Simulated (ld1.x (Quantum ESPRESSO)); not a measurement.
# tellurium (Te): one change to a TM semilocal potential, before and after

* Element: tellurium
* Generator: ld1.x (Quantum ESPRESSO) 7.5
* Type: norm-conserving Troullier–Martins (semilocal form)
* Functional: PBE
* Relativity: scalar-relativistic
* Frozen core: [Kr] 4d10
* Valence charge: 6
* Reference configuration: 5s2 5p2 (charge +2)
* Partial waves: 5s (bound): rc 1.80 bohr; 5p (bound): rc 2.00 bohr
* Local potential: the p channel
* Core correction: none

All-electron outer shells of the reference configuration (PBE, scalar-relativistic, ld1.x):

```csv
shell,level (eV),outermost node (bohr),outermost maximum (bohr)
5s,-32.71,0.91,1.75
5p,-22.30,0.99,2.04
```

Change: wave 5s (bound): rc 1.80 bohr becomes 5s (bound): rc 2.40 bohr.

Cutoffs: the cutoffs (Ry, on a coarse ladder) from which the occupation-weighted sum of valence levels, in a spherical-Bessel basis at the reference potential, stays within 10 and 1 mRy of its value at 400 Ry; they do not see the model core or the augmentation charge, which bear on the density cutoff. Errors are all-electron minus pseudo energies relative to the spin-unpolarised reference configuration.

How do hardness, ghosts and transferability respond?

The potential gets softer (30 Ry and 40 Ry → 21 Ry and 35 Ry); of the 7 tests that both files solve, the error grows in 7 and shrinks in 0 by more than 15 % and 0.3 meV (median size 7.5 → 17.7 meV); neither file shows a bound ghost. A larger radius leaves more room for a smooth pseudo-wave, so fewer plane waves are needed. More of the atom is replaced by a form fitted at one configuration, so other configurations suffer. A semilocal file is local in each channel, so a ghost entry of none says nothing of the separable form that plane-wave codes build from it.

| quantity | base | changed |
| --- | --- | --- |
| cutoff, loose | 30 Ry | 21 Ry |
| cutoff, tight | 40 Ry | 35 Ry |
| loose cutoff by channel (10 mRy a level) | s 25 Ry, p 12 Ry | s 12 Ry, p 12 Ry |
| bound ghosts | none | none |
| error for 5s2 5p4, meV [ΔE -27.65 eV] | +7.5 | +18 |
| error for 5s2 5p3, meV [ΔE -17.92 eV] | +4.5 | +8.4 |
| error for 5s2 5p1, meV [ΔE 26.90 eV] | -3.1 | +4.8 |
| error for 5s1 5p4, meV [ΔE -8.08 eV] | +9.1 | +20 |
| error for 5s0 5p6, meV [ΔE -8.95 eV] | +23 | +56 |
| error for 5s2 5p4.3, meV [ΔE -29.12 eV] | +8.8 | +20 |
| error for 5s2 5p3.5, meV [ΔE -23.76 eV] | +5.9 | +13 |
